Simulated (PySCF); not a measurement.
# MGe cations for M along group 15

MP2 with double-zeta basis sets in PySCF, for the lowest determinant that a PBE0 search found; no spin–orbit coupling. De refers to high-spin ground-configuration atoms (the charge goes to the atom of lower measured ionisation energy or higher electron affinity, which is not always the lowest computed limit).

| M | basis | reference, frozen orbitals | charged atom | state (unpaired electrons) | Re (Å) | ωe (cm⁻¹) | De (eV) |
| --- | --- | --- | --- | --- | --- | --- | --- |
| N | 6-31G(d,p) | UHF, 10 | Ge+ | triplet (π ↑↑) | 1.906 | 673 | 1.33 |
| P | def2-SVP | UHF, 14 | Ge+ | triplet (π ↑↑) | 2.297 | 405 | 1.95 |
| Sb | def2-SVP | UHF, 13 | Ge+ | triplet (π ↑↑) | 2.591 | 253 | 1.99 |
| Bi | def2-SVP | UHF, 13 | Bi+ | triplet (π ↑↑) | 2.661 | 233 | n/a |

The shortest bond is that of GeN⁺ (1.906 Å), the longest that of GeBi⁺ (2.661 Å).

The rows differ in basis set, which adds steps of its own.

Down a group the atoms grow and get heavier, so bonds lengthen and wavenumbers fall; this series shows no clear exception.

Correlated steps freeze the inner cores (10 to 14 orbitals); shallow outer-core shells are correlated. Correlated levels converge slowly with the basis: in double zeta they bind strong bonds too weakly, by up to about 1 eV, and carry superposition errors of some tenths. These are scalar-relativistic numbers at best; spin–orbit coupling would shift them, the dissociation energy most. For an ion De counts to the pair picked by the measured ionisation energies or electron affinities, which need not be the lowest pair at this level. States were picked by a PBE0 search and need not be the measured ground states.
